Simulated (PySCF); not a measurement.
**Structure from 2D NMR**

Compound of formula C5H13N3OSi. Correlations simulated from computed shifts and the bond graph:

HSQC (one-bond C–H):
```
  δH    δC
3.30  51.0
2.37  26.9
1.84  23.8
1.45  20.5
1.15  26.9
1.08  20.5
```

COSY cross peaks (H two or three bonds apart, from the bond graph; peaks can be absent where the dihedral angle is near 90°):
```
  δH    δH
5.01  3.30
3.30  2.37
3.30  1.15
2.37  1.45
2.37  1.15
2.37  1.08
1.45  1.15
1.45  1.08
1.15  1.08
```

HMBC (two and three bonds, from the bond graph):
```
  δH                       δC
5.01  170.9, 51.0, 26.9, 23.8
3.30        170.9, 26.9, 20.5
2.37               51.0, 20.5
1.84                    170.9
1.45               51.0, 26.9
1.15               51.0, 20.5
1.08               51.0, 26.9
```

Carbons without hydrogens: δ 170.9.

Computed data (PySCF 2.14): geometry from GFN2-xTB, GIAO PBE0/pcSseg-1 shieldings. Single conformer, no relativistic terms, equivalent nuclei averaged, isolated molecule.

Scale: TMS for ¹H and ¹³C (reference shieldings calculated alike).

Exchangeable hydrogens are left out of these lists.

Work out the connectivity.

## Answers

`[Si]1(N)(N)[C@@H](NC(C)=O)CC1`.

Mapped SMILES: `[CH3:1][C:2](=[O:3])[NH:4][C@H:5]1[CH2:6][CH2:7][Si:8]1([NH2:9])[NH2:10]` (H(Xn): hydrogen on atom n). Ha(C6), Ha(C7) are cis to N4 on the ring; Hb(C6), Hb(C7) are trans to N4 on the ring.

- δC 170.9 is C2, an amide carbonyl carbon.
- δC 51.0 is C5, an sp3 CH bonded to N and Si (δH 3.30).
- δC 26.9 is C6, an sp3 CH2 in a ring (δH 2.37, 1.15).
- δC 23.8 is C1, a methyl carbon α to a carbonyl (δH 1.84).
- δC 20.5 is C7, an sp3 CH2 bonded to Si (δH 1.45, 1.08).
- HMBC from δH 3.30 reaches the proton-free carbon C2.
- HMBC from δH 1.84 reaches the proton-free carbon C2.
- COSY links 5.01–3.30, 3.30–2.37, 3.30–1.15, 2.37–1.45, 2.37–1.15, 2.37–1.08.

The shifts were computed for this structure.

OH/NH shifts are gas-phase values; hydrogen bonding in solution moves them, usually downfield. Shifts are as computed. Against solution values, carbons near 30 ppm lie about +3 ppm off and those near 130 ppm about +5 ppm. Of 1309 compounds with measured shifts, 239 miss one by over three times the rms of a fit or turn the order of signals round; such compounds aren't used in these exercises. The C=O carbon of an acid or of an amide with N–H lies up to 10 ppm further downfield in solution, through hydrogen bonding that the calculation lacks.
